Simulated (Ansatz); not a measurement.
Diatomic N$_{2}$-, multiplicity 2 (lowest of 2S+1 = 2, 4 at CCSD(T)/def2-TZVPP on PBE0 minima; our sources give no spin for the ground state, which may be another).

The constants come from a fifth-degree fit in 1/R (seven points, main isotopes). Runs in def2 and cc sets follow the lowest solution found near the PBE0 minimum.

Correlated levels freeze the cores. CBS(a, b) extrapolates the correlation energy as X⁻³ and adds the Hartree–Fock energy of set b.

Run with Ansatz (Gaussian orbitals). Each number belongs to the level named beside it.

Q: What bond length and harmonic frequency does CCSD/aug-cc-pVTZ give?

A: r_e = 1.177 Å, ω_e = 1829 cm⁻¹.

Q: What bond length and harmonic frequency does CCSD/def2-QZVPP give?

A: r_e = 1.185 Å, ω_e = 1890 cm⁻¹.

Q: What bond length and harmonic frequency does CCSD(T)/CBS(def2-TZVPP, def2-QZVPP) give?

A: r_e = 1.191 Å, ω_e = 1834 cm⁻¹.

Ansatz is an electronic-structure program.
